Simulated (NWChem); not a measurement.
# Plane-wave run on BeBr₂ (CdI2 type)

```
BeBr2
1.0
    3.29511     0.00000     0.00000
   -1.64756     2.85365     0.00000
    0.00000     0.00000     5.31570
Be Br
1 2
Cartesian
  0.00000   0.00000   0.00000
  0.00000   1.90243   1.33956
  1.64756   0.95122   3.97614
```

Program: NWChem. Origin of the cell: lattice set by a structure generator, not relaxed at this level; this structure type may not be the compound's usual one.

Norm-conserving pseudopotentials with valence charges Be 2, Br 7, fixed occupations, no spin-orbit coupling, density cut at twice the wavefunction cutoff.

The filled d shells of Br are in the core.

Task: At a cutoff of 30 Ha and the same cell, LDA (Vosko), default library gives an indirect gap along this path of 3.85 eV from Γ to K (smallest direct gap on this path 4.79 eV). What does revPBE, default library give?

Result: It gives an indirect gap along this path of 4.04 eV from Γ to K (smallest direct gap on this path 4.93 eV).
